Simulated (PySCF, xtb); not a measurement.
Si(H)(OH)2(SMe) (CH₆O₂SSi), SMILES CS[SiH](O)O. Other conformers were not sampled.

Harmonic wavenumbers (cm⁻¹) from GFN2-xTB (xtb) at its own minimum, in rising order: 56, 100, 137, 194, 209, 231, 275, 316, 514, 654, 681, 725, 774, 806, 863, 945, 952, 961, 1324, 1457, 1462, 2386, 3034, 3038, 3061, 3646, 3672.

### Question
What does PBE-D3(BJ)/def2-SVP (PySCF) give at its own minimum? (An estimate is asked for; the answer gives what the named calculation found.)

### Answer
58, 107, 148, 193, 229, 256, 320, 394, 513, 691, 709, 763, 813, 853, 888, 929, 936, 941, 1279, 1398, 1412, 2189, 2984, 3090, 3103, 3734, 3764. Paired by order, the mean absolute difference is 42 cm⁻¹ and the zero-point energies are 46.4 and 46.7 kcal/mol.
